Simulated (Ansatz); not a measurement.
# Abstraction of H: GeH3(NH2) + AlHBr → GeH3(NH) + AlH2Br

Species: GeH3(NH2), singlet; AlHBr `[AlH][Br]`, doublet; GeH3(NH), doublet; AlH2Br `[AlH2][Br]`, singlet. A radical takes H: the energy is the difference in strength between the N–H bond broken and the Al–H bond made.

Shapes, held fixed at every level: PBE0-D4/def2-TZVP. Programs: Ansatz 0.2.0. The zero-point and thermal change to 298 K, harmonic and unscaled (PBE0-D4/def2-TZVP), is -15.7 kJ/mol.

| level | kind | ΔH(298 K) (kJ/mol) | less CCSD(T)/def2-TZVPP |
| --- | --- | --- | --- |
| MP2/def2-TZVPP | perturbation theory | +122.2 | +24.9 |
| SPW92/def2-TZVPP | LDA | +140.8 | +43.5 |
| PBE-D4/def2-TZVPP | GGA | +112.2 | +14.9 |
| BHLYP-D4/def2-TZVPP | global hybrid | +85.9 | -11.4 |
| B2PLYP/def2-TZVPP | double hybrid | +99.7 | +2.4 |
| CCSD/def2-SVP | coupled cluster or CI | +90.0 | -7.3 |
| CCSD/def2-TZVPP | coupled cluster or CI | +92.3 | -5.0 |
| CCSD(T)/def2-TZVPP | coupled cluster or CI | +97.3 | 0.0 |

The highest level, CCSD(T)/def2-TZVPP, gives ΔH(298 K) = +97.3 kJ/mol; the levels span +85.9 to +140.8. The column of differences is taken from that level and isn't an error. No measured value is set beside it here. Open shells run unrestricted. Relativity is left out for Br, Ge. Outer-core shells of Br, Ge are correlated in most correlated rows, in sets that cover them unevenly.
